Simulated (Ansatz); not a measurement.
```yaml
crystal:
  periodic: [false, false, false]
  atoms:
    - {symbol: C, position_ang: [0.543334, -0.620088, 2.019998]}
    - {symbol: C, position_ang: [0.959719, -0.176828, 0.749088]}
    - {symbol: C, position_ang: [0.381303, -0.670561, -0.442706]}
    - {symbol: Sn, position_ang: [-0.903663, 0.761724, -1.357140]}
    - {symbol: F, position_ang: [-1.351772, 0.543283, -3.187046]}
    - {symbol: F, position_ang: [-2.551910, 0.988932, -0.564398]}
    - {symbol: F, position_ang: [-0.186070, 2.527423, -1.336797]}
    - {symbol: H, position_ang: [0.975704, -0.188169, 2.947209]}
    - {symbol: H, position_ang: [-0.284066, -1.357503, 2.119699]}
    - {symbol: H, position_ang: [1.731360, 0.535115, 0.726506]}
    - {symbol: H, position_ang: [-0.318550, -1.558709, -0.344863]}
    - {symbol: H, position_ang: [1.039226, -0.930655, -1.262070]}
basis:
  gaussian: {orbitals: def2-mTZVPP, fitting: {mean_field: cc-pVTZ-jkfit}, nuclear_model: gaussian}
total_charge: -1
magnetization: {spin_polarized: true, initial_magnetization: 1}
hamiltonian: {xc: {name: PBE0-DH}}
```

```sh
$ ansatz run in.yaml --threads 4 --pin off --events-out ev --progress --plain --max-ram 11315MiB
```

Problem. How does Ansatz answer? (Estimate.)

Solution. Computed: The program refused the input.
```
Functional definition: PBE0-DH
Error: <dir> the basis set cc-pVTZ-JKFIT has no functions for Sn
```
